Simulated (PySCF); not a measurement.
Computed data sheet: `C1=C/C(C1=C)=C(/C)O[SiH3]`

C7H10OSi.
Cartesian coordinates in Å at the PBE0-D3(BJ)/def2-SVP level; atoms count from 1:
```
atom  x, y, z in Å
C1    -2.864   -0.842    0.411
C2    -2.118    0.243    0.187
C3    -2.387    1.695    0.061
C4    -1.071    1.981   -0.147
C5    -0.668    0.569   -0.045
C6     0.496   -0.091   -0.141
C7     0.653   -1.568   -0.010
O8     1.620    0.631   -0.401
Si9    3.237    0.237   -0.227
H10   -3.944   -0.752    0.548
H11   -2.434   -1.844    0.466
H12   -3.299    2.291    0.114
H13   -0.509    2.900   -0.323
H14    1.051   -2.005   -0.942
H15   -0.305   -2.050    0.213
H16    1.358   -1.824    0.801
H17    3.979    1.445   -0.672
H18    3.607   -0.934   -1.078
H19    3.563   -0.078    1.197
```

Among its groups: C=C double bond, Si–H bond and cyclobutene ring.

**PBE0-D3(BJ)/def2-SVP geometry optimisation, gas phase (PySCF)**

| Quantity | Value |
| --- | --- |
| Point group | C1 |
| Rotational constants A, B, C | 3.190, 0.754, 0.619 GHz |

wB97X-D/def2-SVPD ground state, ΔSCF and vertical TDDFT (core frozen in the response) (PySCF):

| Quantity | Value |
| --- | --- |
| Dipole moment | 1.05 D |
| HOMO energy | -7.71 eV |
| LUMO energy | 0.97 eV |
| HOMO–LUMO gap | 8.68 eV |
| Lowest singlet excitation | 4.41 eV (281 nm, f = 0.058) |
| Strongest line among the 10 lowest singlet transitions | S5 at 6.40 eV (194 nm, f = 0.460) |
| Lowest triplet excitation (Tamm–Dancoff) | 2.94 eV |
| Static isotropic polarisability | 121.7 au |
| Vertical ionisation energy | 7.68 eV |
| Electronic spatial extent ⟨r²⟩ about the centre of nuclear charge | 1809 bohr² |

HF/pcSseg-1 ground state and GIAO shieldings, non-relativistic (PySCF):

| Quantity | Value |
| --- | --- |
| 13C chemical shifts (computed TMS as zero) by class | 157.8 (C4), 155.5 (C2), 147.0 (C3), 138.2 (C6), 125.1 (C5), 99.1 (C1), 16.3 (C7) ppm |
| 1H chemical shifts (computed TMS as zero) by class | 7.50 (H13), 6.72 (H12), 4.85 (H10), 4.78 (H11), 4.47 (H17/H18/H19), 2.02 (H14/H15/H16) ppm |
| Isotropic shieldings of nuclei other than C and H, by class | 273 (O8), 436 (Si9) ppm |

Monoisotopic mass from the formula: 138.0501 u.

The vertical singlet–triplet gap S1 − T1 is 1.47 eV (TDDFT singlet less Tamm–Dancoff triplet; S1: HOMO→LUMO, weight 0.89; T1: HOMO→LUMO, weight 0.70). No computed singlet falls in the visible range (750 to 380 nm, 1.65 to 3.26 eV); S1 lies 1.15 eV above its blue end. The rotational constants make it an asymmetric top with κ = (2B − A − C)/(A − C) = -0.89, nearer the prolate limit (−1). In wavenumbers S1 is 35600 cm⁻¹ (1 eV = 8065.54 cm⁻¹). The polarisability is 18.03 Å³ as a volume (1 au = 0.148185 Å³), or 1.64 au for each of the 74 electrons. The largest Löwdin shares of the HOMO are 0.23 on C5, 0.21 on C6, 0.18 on C3 and 0.13 on O8. The dipole matches unit charges of opposite sign 0.22 Å apart (1 e·Å = 4.8032 D).

 NMR classes are plain means over equivalent atoms (diastereotopic ones count apart unless rotation or inversion swaps them), as if these changed places fast; in this geometry the members of some classes differ.

One conformer stands for the species.
